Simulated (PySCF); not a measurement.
```xyz
6

N     -0.9468    -0.0352    -0.0224
Ga     0.8637     0.0319     0.0206
H     -1.4794    -0.8868    -0.0922
H     -1.5433     0.7749     0.0201
H      1.4991     1.4460     0.1288
H      1.6067    -1.3309    -0.0549
```

Charge 0, multiplicity 1.

Question: Give the Mulliken and meta-Löwdin atomic charges from PBE-D3(BJ)/def2-TZVP // r2SCAN-D4/def2-TZVP (PySCF).

Answer: 
```json
[
 {"atom": "N1", "Mulliken (e)": "-0.56", "meta-Löwdin (e)": "-0.62"},
 {"atom": "Ga2", "Mulliken (e)": "0.25", "meta-Löwdin (e)": "0.28"},
 {"atom": "H3", "Mulliken (e)": "0.23", "meta-Löwdin (e)": "0.23"},
 {"atom": "H4", "Mulliken (e)": "0.23", "meta-Löwdin (e)": "0.23"},
 {"atom": "H5", "Mulliken (e)": "-0.07", "meta-Löwdin (e)": "-0.06"},
 {"atom": "H6", "Mulliken (e)": "-0.07", "meta-Löwdin (e)": "-0.06"}
]
```
